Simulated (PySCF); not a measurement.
# Spinor energies of Ir (iridium, neutral)

Start: [Xe] 4f14 5d7 6s2; 5d3/2 filled at m_j = -3/2, -1/2, +1/2, +3/2; 5d5/2 filled at m_j = +1/2, +3/2, +5/2. Calculated with PySCF 2.14 in x2c-SVPall-2c (7s9p9d2f, 93 functions): generalised Hartree-Fock with the X2C-1e Hamiltonian and a Gaussian nucleus; one run each with spin-orbit coupling (SO) switched off, then screened by Boettger's factors.

| spinor shell | electrons | ε, spin-free (eV) | ε, screened SO (eV) | weight of nominal j (screened SO) | rms radius, screened SO (bohr) |
| --- | --- | --- | --- | --- | --- |
| 1s1/2 | 2 | -76530.1 | -76503.4 | 1.000 | 0.0197 |
| 2s1/2 | 2 | -13536.2 | -13527.7 | 1.000 | 0.0795 |
| 2p1/2 | 2 | -11768.7 | -12936.9 | 1.000 | 0.0675 |
| 2p3/2 | 4 | -11768.7 | -11303.4 | 1.000 | 0.0752 |
| 3s1/2 | 2 | -3232.5 | -3229.5 | 1.000 | 0.203 |
| 3p1/2 | 2 | -2707.1 | -2965.5 | 1.000 | 0.195 |
| 3p3/2 | 4 | -2707.1 | -2601.9 | 1.000 | 0.210 |
| 3d3/2 | 4 | -2120.2 | -2164.6 | 1.000 | 0.186 |
| 3d5/2 | 6 | -2120.2 | -2087.5 | 1.000 | 0.189 |
| 4s1/2 | 2 | -724.90 | -723.87 | 1.000 | 0.450 |
| 4p1/2 | 2 | -549.51 | -611.11 | 1.000 | 0.456 |
| 4p3/2 | 4 | -549.51 | -524.05 | 1.000 | 0.489 |
| 4d3/2 | 4 | -329.47 | -338.67 | 1.000 | 0.508 |
| 4d5/2 | 6 | -329.47 | -322.14 | 1.000 | 0.519 |
| 5s1/2 | 2 | -115.67 | -115.40 | 1.000 | 1.05 |
| 4f5/2 | 6 | -82.727 | -84.032 | 0.996 | 0.586 |
| 4f7/2 | 8 | -82.727 | -80.768 | 0.997 | 0.587 |
| 5p1/2 | 2 | -67.332 | -78.080 | 0.984 | 1.19 |
| 5p3/2 | 4 | -67.332 | -62.506 | 0.992 | 1.24 |
| 5d3/2 | 4 | -13.346 | -14.247 | 0.747 | 1.79 |
| 5d5/2 | 3 | -13.346 | -12.175 | 0.732 | 1.87 |
| 6s1/2 | 2 | -8.142 | -8.109 | 0.995 | 3.32 |

```tsv
quantity	spin-free	screened SO
E (hartree)	-17813.36163	-17837.89940
M_J	9/2	9/2
⟨J²⟩	24.772	24.771
⟨L²⟩	12.005	13.108
⟨S²⟩	3.767	3.528
```

Each row is a mean over spinors that exchange with the open shell spreads, by up to 7.064 eV (5p3/2).

Rows whose weight is well below 1 are mixtures of j = l ± 1/2: exchange outweighs spin-orbit coupling there, and the label is only the starting occupation.

Breit and QED terms are absent; they matter most for the inner s and p1/2 levels.

Densities and radii are taken from the X2C orbitals without a picture-change correction, which distorts them close to the nucleus.

Without spin-orbit coupling the j labels of p, d and f shells carry no meaning; the spin-free column gives the mean over the occupied spinors of each nl shell.
